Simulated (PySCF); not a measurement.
## Electron correlation in O⁻ (oxygen, charge -1)

[He] 2s2 2p5, 2P determinant. Calculation: PySCF 2.14, in aug-cc-pwCVTZ; the non-relativistic Hamiltonian (point nucleus). Frozen: 1s2; 7 electrons correlated.

MP2 pair energies summed by pair of shells (mhartree):

| pair | energy | share (%) |
| --- | --- | --- |
| 2p-2p | -136.04 | 60.7 |
| 2s-2p | -76.66 | 34.2 |
| 2s-2s | -11.53 | 5.1 |

Total MP2 correlation energy: -224.24 mhartree.

Same-spin part -55.51 and opposite-spin part -168.72 mhartree; SCS-MP2 scales them by 1/3 and 6/5 to -220.97 mhartree.
